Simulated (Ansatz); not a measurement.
Species: CuCl, charge 0, multiplicity 1. SMILES: [Cl][Cu]
Geometry from a B3LYP-D3(BJ)/def2-TZVP (Ansatz, a first-principles code) optimisation:
```
Cu
Cl 1 2.0922
```

Quantity: vertical electron affinity (to the doublet state of charge -1; a negative value means that the extra electron is unbound and the number depends on the basis; each state is the SCF solution reached for its spin; for the singlet T1 is 0.027), in eV. Cores are frozen in the correlated levels unless marked. UHF or UKS for open shells. No spin-orbit coupling. The frozen core is the preceding noble-gas configuration, with the filled d and f shells of earlier blocks. No relativistic terms. Anions need diffuse functions: def2-D sets add few. 

```
level                program  vertical electron affinity (eV)
-------------------  -------  -------------------------------
PBE/def2-TZVPD        Ansatz                             1.38
BHLYP/def2-TZVPD      Ansatz                             1.09
wB97M-V/def2-TZVPD    Ansatz                             1.13
CCSD/def2-SVPD        Ansatz                             0.91
CCSD(T)/def2-SVPD     Ansatz                             0.97
CCSD(T)/def2-TZVPPD   Ansatz                             1.14
```
